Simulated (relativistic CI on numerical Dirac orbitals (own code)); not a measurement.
## How well does a small relativistic CI reproduce Sc5+?

Calculated at this level of theory: Dirac-Coulomb-Breit CI, separate exchange-only KLI orbitals for each configuration, a model potential for QED, valence Slater integrals scaled by 0.9, configuration energies shifted to the measured levels that pair with them (semi-empirical) (own radial code, finite nucleus).

Configuration list (outside the closed core [Ne]): 3s2 3p4, 3s 3p5, 3s2 3p3 3d, 3s2 3p3 4s, 3s2 3p3 4d, 3s2 3p3 5s, 3p6, 3s2 3p2 3d2, 3s 3p4 3d, 3p4 3d2, 3s2 3p3 4p, 3p5 3d, 3s 3p3 3d2, 3s2 3p3 4f, 3s 3p4 4s, 3s2 3p3 5p, 3s2 3p3 5d, 3s 3p4 4p, 3s2 3p3 5f, 3s2 3p3 5g, 3s2 3p2 3d 4s, 3s 3p4 4d, 3s2 3p2 3d 4p, 3s 3p4 4f, 3s 3p4 5s, 3s 3p4 5p, 3s 3p4 5d, 3p5 4s, 3s 3p4 5f, 3s 3p4 5g. Levels of other configurations are missing.

```csv
Configuration,Term (tabulated),J,Measured (cm⁻¹),Computed,Error,Purity (%)
3s2 3p4,3P,2,0.0,0,0,96
3s2 3p4,3P,1,3346.1,3320,-26,97
3s2 3p4,3P,0,4457.1,4409,-48,96
3s2 3p4,1D,2,21393.0,21335,-58,95
3s2 3p4,1S,0,49224.6,47251,-1974,93
3s 3p5,3P°,2,175346.6,175354,8,79
3s 3p5,3P°,1,178202.1,178191,-12,78
3s 3p5,3P°,0,179784.5,179760,-24,79
3s2 3p3 3d,1D°,2,288026.0,287280,-746,95
3s2 3p3 3d,1F°,3,323226.0,322904,-322,95
3s2 3p3 3d,1D°,2,363456.0,367391,3935,96
3s2 3p3 3d,1F°,3,375740.0,376062,322,95
3s2 3p3 4s,3S°,1,452070.0,452070,0,98
3s2 3p3 4s,3D°,1,472402.0,473653,1251,95
3s2 3p3 4s,3D°,2,472566.0,473803,1237,94
3s2 3p3 4s,3D°,3,473001.0,474368,1367,98
3s2 3p3 4s,1D°,2,478354.0,479957,1603,92
3s2 3p3 4s,3P°,0,491820.0,488736,-3084,97
3s2 3p3 4s,3P°,1,492086.0,489085,-3001,95
3s2 3p3 4s,3P°,2,492800.0,490016,-2784,88
3s2 3p3 4s,1P°,1,497990.0,495460,-2530,94
3s2 3p3 4d,1D°,2,619600.0,619604,4,90
3s2 3p3 4d,1F°,3,622500.0,622496,-4,96
3s2 3p3 5s,3S°,1,648100.0,646650,-1450,95
3s2 3p3 5s,3D°,3,674900.0,674670,-230,93
3s2 3p3 5s,1D°,2,676700.0,676930,230,96
3s2 3p3 5s,1P°,1,696400.0,698669,2269,94
```

Measured levels from Sugar and Corliss, J. Phys. Chem. Ref. Data 9, 473 (1980); pairs were made by configuration, J and term (by order where the table uses no LS term), so strongly mixed levels may be paired wrongly.

Mean error by configuration (cm⁻¹): 3s2 3p4 -527; 3s 3p5 -9; 3s2 3p3 3d 797; 3s2 3p3 4s -660; 3s2 3p3 4d 0; 3s2 3p3 5s 205. Over the excited levels the mean absolute error is 1097 cm⁻¹ (26 of the 34 excited levels that our extract of the source holds in range could be paired, and the others can miss by more), and the median relative error of those above 1,000 cm⁻¹ is 0.26 %, both after the shifts were fitted to these levels, so that a configuration with one level shows no error.

Configurations whose levels could be paired with our table of measured levels were shifted onto them, all but the ground configuration, by the median error of their levels; single terms can still be off by 1,000 to 2,000 cm⁻¹ or more, and rates follow the energies as ν³ (E1, M1) or ν⁵ (E2). The others borrow a shift and can be off by several thousand cm⁻¹ or more. 26 of the 34 excited levels that our extract of the measured tables holds in this range could be paired (the sources list more); they are missed by 1097 cm⁻¹ on average and 3935 at most, after the shifts were fitted to these levels, and levels without a partner can miss by more.

Shifts applied (cm⁻¹): 3s2 3p4 0; 3s 3p5 -4580; 3s2 3p3 3d -12684; 3s2 3p3 4s -21383; 3s2 3p3 4d -25009; 3s2 3p3 5s -24367.
